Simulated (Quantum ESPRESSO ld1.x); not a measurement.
The numbers below are computed, except where a source is named.
Sc2+, 19 electrons, occupied as [Ar] 3d1. Code: ld1.x of Quantum ESPRESSO 7.5. Model: scalar-relativistic Kohn-Sham, PBE, spin-unpolarised, spherical densities, point nucleus.

Unscreened Slater integrals over Kohn-Sham orbitals (hartree).

integral      value
F0(3d,3d)   0.58744
F2(3d,3d)   0.26933
F4(3d,3d)   0.16708
F0(3d,3p)   0.66633
F2(3d,3p)   0.31012
G1(3d,3p)   0.38737
G3(3d,3p)   0.23161
F0(3d,3s)   0.68698
G2(3d,3s)   0.28964
F0(3d,2p)   0.83140
F2(3d,2p)   0.12795
G1(3d,2p)  0.084273
G3(3d,2p)  0.047576
F0(3d,2s)   0.82941
G2(3d,2s)  0.074297
F0(3p,3p)   0.77741
F2(3p,3p)   0.39047
F0(3p,3s)   0.80661
G1(3p,3s)   0.53612
F0(3p,2p)    1.0587
F2(3p,2p)   0.19878
G0(3p,2p)  0.078075
G2(3p,2p)  0.080373
F0(3p,2s)    1.0415
G1(3p,2s)  0.059849
F0(3s,3s)   0.83939
F0(3s,2p)    1.1168
G1(3s,2p)  0.088773
F0(3s,2s)    1.1027
G0(3s,2s)  0.071140
F0(2p,2p)    2.9742
F2(2p,2p)    1.3922
F0(2p,2s)    2.7698
G1(2p,2s)    1.6181
F0(2s,2s)    2.6359

Derived for the open shells (J is the average intra-shell exchange parameter used in DFT+U). 3d: Racah B = F2/49 - 5 F4/441 = 0.003602 hartree, C = 35 F4/441 = 0.01326 hartree, C/B = 3.68, F4/F2 = 0.620, J = (F2 + F4)/14 = 0.03117 hartree.
